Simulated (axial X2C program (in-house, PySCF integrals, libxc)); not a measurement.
**Low determinants of Os⁺**

Calculated with an axial X2C code built on PySCF integrals, basis dyall-cv3z (cores contracted in-house), spin-free (one-electron X2C) and two-component (2c, atomic mean-field Coulomb and Gaunt terms). Energies in eV from the lowest row of each column (rows without correlated energies are left out; n/a marks j-coupled starts, which PBE0 does not hold); electrons by l are Mulliken totals of the Hartree–Fock solution, and PBE0 can relax to another configuration under the same block occupation. Coupled cluster uses truncated natural virtuals with an MP2 remainder. Frozen shells in the correlated columns: 5 s, 4 p, 2 d, 1 f.

Spin-free determinants:

```
 electrons by l  M_S, M_L    HF   MP2  CCSD(T)  PBE0
s11 p24 d26 f14    5/2, 0  0.00  0.00     0.00  0.00
s11 p24 d26 f14    5/2, 1  0.08  0.03     0.03  0.06
s11 p24 d26 f14    5/2, 2  0.06  0.03     0.03  0.16
```

Two-component determinants:

```json
{"electrons by l": "s11 p24 d26 f14", "2M_J": "9", "HF": "0.00", "MP2": "0.00", "CCSD(T)": "0.00", "PBE0": "0.00"}
{"electrons by l": "s11 p24 d26 f14", "2M_J": "7", "HF": "0.20", "MP2": "0.18", "CCSD(T)": "0.16", "PBE0": "0.11"}
{"electrons by l": "s11 p24 d26 f14", "2M_J": "5", "HF": "0.26", "MP2": "0.29", "CCSD(T)": "0.27", "PBE0": "0.23"}
```

Ground level as tabulated from the NIST Atomic Spectra Database (leading term): 2S+1 = 6, L = 2, J = 9/2.

Spin-free rows of one term, and 2c rows of one J level, should be degenerate; broken spherical symmetry, the missing current term of PBE0 and determinants that mix terms or J levels spread them. The search is wide but not exhaustive and can miss a configuration; gaps between s and d configurations can be off by some tenths of an eV with this basis and core.

The run took 94 s on 1 thread of Arm Neoverse V2, with other jobs on the host.
